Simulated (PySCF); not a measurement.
Ga(H)2(SeH) (GaH3Se), SMILES [GaH2][SeH]. Geometry optimised at PBE0-D3(BJ)/def2-TZVP.

Give the equilibrium geometry at PBE0-D3(BJ)/def2-TZVP (PySCF confirms it by a frequency run) as a Z-matrix, and its point group. (An estimate is asked for; the answer gives what the named calculation found.)

point group Cs.
```
Ga
H 1 1.5599
H 1 1.5601 2 126.57
Se 1 2.3219 2 118.32 3 180.00
H 4 1.4682 1 93.57 2 0.00
```
